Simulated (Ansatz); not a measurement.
Q: Name a neutral molecule of C, N, O, Si, Ti and H with LUMO energy (B3LYP/def2-TZVPP) between -1.25 and -0.95 eV and size of the dipole moment (ωB97M-V/def2-TZVPP) between 1.05 and 1.35 D (Ansatz, PBE0-D4/def2-TZVP geometry).

A: `C[N](C)[Ti]1234([CH3])([OH])[C@@H]5[C@H]1[C@H]2[C@@]3([SiH3])[C@@H]54` (-1.11 eV, 1.15 D). Other molecules can fit too; these were computed, each in one conformer that needn't be the lowest.

B3LYP here is the variant with VWN-RPA as its local correlation; programs differ in this.
